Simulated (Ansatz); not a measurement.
Born–Oppenheimer molecular dynamics of Cl$_{3}$H$_{2}$NTi (7 atoms, charge 0, multiplicity 1). It goes on from the last frame of an earlier run, with new velocities.

Level of theory: RKS PBE/def2-SVP (Ansatz).

| Item | Value |
| --- | --- |
| ensemble | NVT, Nosé–Hoover chain |
| time step | 0.5 fs |
| steps asked | 250 |
| set temperature | 500 K |
| thermostat | time constant 20 fs, chain length 5 |
| temperature schedule | 62 steps to 500 K, then 188 steps to 1000 K |
| seed | 848152 |

First frame:

```xyz
7
Properties=species:S:1:pos:R:3
Ti -0.049 0.008 0.226
Cl 0.276 -0.045 2.474
N 1.670 -0.067 -0.552
H 1.486 0.878 -0.919
H 2.001 -0.647 -1.348
Cl -0.958 1.605 -1.088
Cl -0.954 -1.551 -1.059
```

How far do the bonds stretch over the last three quarters of this one trajectory? (Pairs bonded in most of those frames.)


| bond | mean (Å) | spread (Å) | shortest | longest |
| --- | --- | --- | --- | --- |
| Ti1–Cl2 | 2.200 | 0.045 | 2.12 | 2.28 |
| Ti1–N3 | 1.851 | 0.027 | 1.81 | 1.89 |
| Ti1–Cl6 | 2.210 | 0.049 | 2.14 | 2.28 |
| Ti1–Cl7 | 2.195 | 0.024 | 2.16 | 2.23 |
| N3–H4 | 1.032 | 0.030 | 0.97 | 1.09 |
| N3–H5 | 1.034 | 0.021 | 1.00 | 1.09 |

Pairs bonded in part of these frames only: Ti1–H5 34 %.

Mean temperature of the second half: 883 K. The conserved energy stayed within 0.32 meV per atom of its start (net change 0.25 meV per atom), so the integration is sound. The schedule's set-point averaged 834 K over the second half and the system 883 K. A run of 0.12 ps of so small a system gives no equilibrium averages. The orbitals stay closed-shell, which can raise the energy where a bond breaks towards radicals; this wasn't checked here.

Run time: 6.5 min on 4 threads of Arm Neoverse V1, with other jobs on the host, peak memory 0.18 GiB.
